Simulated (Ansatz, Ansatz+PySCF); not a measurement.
```yaml
atoms:
  - { symbol: Mg, position_ang: [0.0000, 0.0000, -0.6431] }
  - { symbol: O, position_ang: [0.0000, 0.0000, 0.9647] }
```

Basis set: def2-SVP (spherical functions). Frozen core: 2 orbitals. Charge 0, multiplicity 1.

Computed with Ansatz (development build ahead of 0.2.0); each method stands on the lowest determinant of its kind that the runs found. Restricted open shells among the atoms or ions are ROHF, correlated in semicanonical orbitals with singles.

Problem. Give the atomization energy at this shape (free ground-state atoms in the same class of orbitals less the molecule, no zero-point energy) of singlet MgO by RHF-CCSD(T), RHF-CCSD, RHF-MP2, UHF, RHF.

Solution.

| method | atomization energy |
| --- | --- |
| RHF-CCSD(T) | 153.3 kJ/mol |
| RHF-CCSD | 101.1 kJ/mol |
| RHF-MP2 | 214.6 kJ/mol |
| UHF | 30.4 kJ/mol |
| RHF | -148.5 kJ/mol |

Caution: the shape is not the minimum. Caution for RHF-CCSD(T), RHF-CCSD, RHF-MP2, RHF: an unrestricted determinant lies well below. Caution for RHF-CCSD(T), RHF-CCSD, RHF-MP2: large share of triples, a single reference is doubtful. Caution for UHF: the determinant breaks the point group; the unrestricted determinant is a mixture of spin states. Caution for RHF: the molecule lies well above its atoms at this level.
